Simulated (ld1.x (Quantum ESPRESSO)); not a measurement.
## Which change was made? (Au, TM)

* Element: gold (Au)
* Generator: ld1.x (Quantum ESPRESSO) 7.5
* Type: norm-conserving Troullier–Martins (Kleinman–Bylander form)
* Functional: LDA (PZ)
* Relativity: scalar-relativistic
* Frozen core: [Kr] 4d10 4f14
* Valence charge: 19
* Reference configuration: 5s2 5p6 5d10 6s0 6p0 (charge +1)
* Partial waves: 5s (bound): rc 1.65 bohr; 5p (bound): rc 1.75 bohr; 5d (bound): rc 1.75 bohr
* Local potential: all-electron potential smoothed inside 1.60 bohr (lloc = -1)
* Core correction: a·sin(br)/r model core, default radius (core density twice the valence density)

Cutoffs, loose and tight: the cutoffs (Ry, on a coarse ladder) from which the occupation-weighted sum of valence levels, in a spherical-Bessel basis at the reference potential, stays within 10 and 1 mRy of its value at 400 Ry. They do not see the model core or the augmentation charge, which bear on the density cutoff. Test errors are all-electron minus pseudo excitation energies from the reference, over the configurations 5s2 5p6 5d10 6s1 6p0; 5s2 5p6 5d9 6s0 6p0; 5s2 5p6 5d8 6s0 6p0; 5s2 5p5 5d10 6s1 6p0; 5s2 5p6 5d7 6s0 6p0; 5s2 5p6 5d10 6s0.5 6p0; 5s1 5p6 5d10 6s1 6p0 (two spin-polarised tests are not counted in the largest error); variants that change the core or the reference have their own tests. The largest error is taken over the tests solved by every variant that gives reliable tests at all, those not shown here included: 5s2 5p6 5d7 6s0 6p0; 5s2 5p6 5d8 6s0 6p0; 5s2 5p6 5d9 6s0 6p0.

The base gives: outcome: generated; cutoff, loose: 50 Ry; cutoff, tight: 80 Ry; bound ghosts: none; largest test error (meV): -29.

On the changes marked as counting shells twice: ld1.x takes every shell without a wave as core, so the model core holds the marked electrons as well and exchange and correlation see them twice. This cancels in the reference configuration, but the file is broken for other ones, and its errors say nothing about a proper core correction.

After one change the result is: outcome: generated; cutoff, loose: 50 Ry; cutoff, tight: 70 Ry; bound ghosts: none; largest test error (meV): -26. Which change was it?
A. wave 5s (bound): rc 1.65 bohr becomes 5s (bound): rc 2.20 bohr
B. all radii but the core radius scaled by about 0.79 (s 1.30, p 1.38, d 1.38 bohr); local potential all-electron potential smoothed inside 1.26 bohr (lloc = -1)
C. local potential all-electron potential smoothed inside 1.24 bohr (lloc = -1)
D. local potential the p channel
E. reference 5s2 5p6 5d10 6s1 6p0 (6s counted twice)

A. The others give: all radii but the core radius scaled by about 0.79 (s 1.30, p 1.38, d 1.38 bohr); local potential all-electron potential smoothed inside 1.26 bohr (lloc = -1) → outcome: generated; cutoff, loose: 100 Ry; cutoff, tight: 160 Ry; bound ghosts: none; largest test error (meV): -12 | local potential all-electron potential smoothed inside 1.24 bohr (lloc = -1) → outcome: generated; cutoff, loose: 50 Ry; cutoff, tight: 80 Ry; bound ghosts: s; largest test error (meV): -2.9 | local potential the p channel → outcome: generated; cutoff, loose: 50 Ry; cutoff, tight: 80 Ry; bound ghosts: none; largest test error (meV): -52 | reference 5s2 5p6 5d10 6s1 6p0 (6s counted twice) → outcome: generated, misses its reference levels by 0.32 eV; cutoff, loose: 50 Ry; cutoff, tight: 80 Ry; bound ghosts: none; largest test error (meV): -572.
